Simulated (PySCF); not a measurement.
B(Cl)(NHMe)(OH) (CH₅BClNO), SMILES B(Cl)(NC)O. Heavy atoms are numbered as in [B:1]([Cl:2])([NH:3][CH3:4])[OH:9]. Hydrogens are named by the atom that carries them.

Coordinates come from a B3LYP-D3(BJ)/def2-SVP optimisation. Other conformers were not sampled.

All values below come from PBE0/pcSseg-1 run with PySCF.

GIAO shieldings, no solvent; atoms alike by connectivity are averaged. δ = σ(ref) − σ: ¹¹B against BF3 (σ = 88.8 ppm); ³⁵Cl against HCl (σ = 945.9 ppm); ¹⁵N against NH3 (σ = 267.4 ppm); ¹³C against TMS (σ = 186.3 ppm); ¹H against TMS (σ = 31.56 ppm); ¹⁷O against H2O (σ = 334.2 ppm), references at their B3LYP-D3(BJ)/def2-TZVP geometries, non-relativistic (without spin–orbit terms, shifts of atoms bonded to Cl or Br come out too high).

| atoms | nucleus | count | δ (ppm) |
|---|---|---|---|
| B1 | ¹¹B | 1 | (withheld) |
| Cl2 | ³⁵Cl | 1 | 52.0 |
| N3 (NH) | ¹⁵N | 1 | (withheld) |
| C4 (CH3) | ¹³C | 1 | 31.8 |
| H on O9 | ¹H | 1 | (withheld) |
| H on C4 | ¹H | 3 | 2.86 |
| H on N3 | ¹H | 1 | 2.67 |
| O9 (OH) | ¹⁷O | 1 | (withheld) |

Q: Complete the blanks. (Estimate from the structure and the level; the computed values follow.)

A: 
- O9 (OH), δ (ppm): 100.4
- N3 (NH), δ (ppm): 79.2
- B1, δ (ppm): 14.5
- H on O9, δ (ppm): 3.82
